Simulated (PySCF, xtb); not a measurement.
sulfur difluoride (F₂S), SMILES FSF.

Harmonic wavenumbers (cm⁻¹) from GFN2-xTB (xtb) at its own minimum, in rising order: 272, 672, 724.

**Question.** What does PBE-D3(BJ)/def2-TZVP run with PySCF 2.14.0 give at its own minimum? (The exact figures need the calculation; the answer reports its results.)

**Answer.** 325, 770, 796. Paired by order, the mean absolute difference is 75 cm⁻¹ and the zero-point energies are 2.4 and 2.7 kcal/mol.
